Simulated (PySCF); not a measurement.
C2H5S, SMILES CS[CH2], multiplicity 2. Coordinates come from a PBE-D3(BJ)/def2-TZVP optimisation. The isomer is the one that the SMILES or the coordinates give; other isomers of the formula were not compared.

These are PBE-D3(BJ)/def2-TZVP in PySCF values and carry that method's errors.

Harmonic wavenumbers (cm⁻¹): 133, 181, 289, 347, 697, 845, 864, 925, 993, 1292, 1352, 1409, 1427, 2975, 3056, 3080, 3097, 3220. Rotational constants (GHz): 20.84, 8.091, 6.063; symmetry number 1.

Problem. Work out the zero-point energy and the ideal-gas rigid-rotor harmonic-oscillator thermochemistry at 298.15 K and 1 atm.

Solution. ZPE = ½ Σ hcν = ½ × 26181 cm⁻¹ = 37.43 kcal/mol. H − E(el) = 41.32 kcal/mol. Entropy in cal/(mol K): translation 38.25, rotation 23.27, vibration 8.83, spin 1.38, total 71.72. G − E(el) = 19.94 kcal/mol. Cp = 18.30 cal/(mol K). Modes under 150 cm⁻¹ make the vibrational entropy uncertain.
